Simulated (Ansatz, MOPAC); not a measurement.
System: H2Mg, singlet: symmetric bend, bond length relaxed. Scanned: H-Mg-H angle. Other coordinates (Mg-H bond length) were minimised at B3LYP/def2-TZVP. Each profile is relative to its own lowest point.

```
a / °       A      B      C
------  -----  -----  -----
180       0.0    0.0    0.0
169.68    1.6    1.5    1.6
162.15    4.9    4.3    4.8
150.58   13.5   11.9   13.2
137.81   27.9   24.9   27.8
128.07   42.8   38.5   42.9
119.86   58.0   52.7   58.8
109.31   81.5   75.4   83.8
100.93  103.9   97.5  108.0
88.06   145.8  140.5  154.6
77.95   187.1  183.9  201.0
70.14   225.5  224.7  244.1
60      284.8  288.1  310.6
```

Energies in kJ/mol.

Q: Assign the columns to these levels of theory: MP2 on RHF/aug-cc-pVDZ, frozen core (Ansatz, a program for electronic structure); MOPAC with PM7, restricted, heats of formation; restricted PBE/aug-cc-pVDZ run with Ansatz.

A: A is PM7; B is RKS-PBE/aug-cc-pVDZ; C is MP2/aug-cc-pVDZ.
